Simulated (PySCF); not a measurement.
A GIAO shielding run with PySCF 2.14 (density fitting, non-relativistic, gas phase) on SMILES CC(=O)N[Si](O)(O)OC=O, C₃H₇NO₅Si:

```
$ OMP_NUM_THREADS=1 python probes_run.py task.json out

{"job": {"kind": "nmr", "xc": "PBE0", "basis": "pcSseg-1"}, "charge": 0, "multiplicity": 1}
C     -3.006359    -0.365128     0.368902
C     -1.729341     0.437464     0.336128
O     -1.672615     1.599180     0.689457
N     -0.644596    -0.240446    -0.120332
Si     0.932805     0.480382    -0.341163
O      1.370235     0.261314    -1.874462
O      0.910249     1.995644     0.166536
O      1.953770    -0.397580     0.674314
C      3.114441    -0.893455     0.341573
O      3.623794    -0.850800    -0.742591
H     -3.278408    -0.663032    -0.641830
H     -3.803300     0.239884     0.791038
H     -2.870122    -1.259541     0.972916
H     -0.813299    -1.193628    -0.399890
H      2.270939    -0.049249    -2.027461
H      0.042150     2.298230     0.490724
H      3.592659    -1.387210     1.205416
```

Hardware: 1 thread of an Arm Neoverse N1, shared host. The job also computes population analyses, field gradients.

(1) How large is the calculation?

(2) How long does it take, and how much memory does it need?

## Answers

(1) 86 electrons, 212 basis functions and 1121 auxiliary functions.

(2) 69 s of wall time, with 15 SCF cycles and 5 response iterations; peak memory 0.94 GiB. Times on a shared host scatter by some tens of per cent.
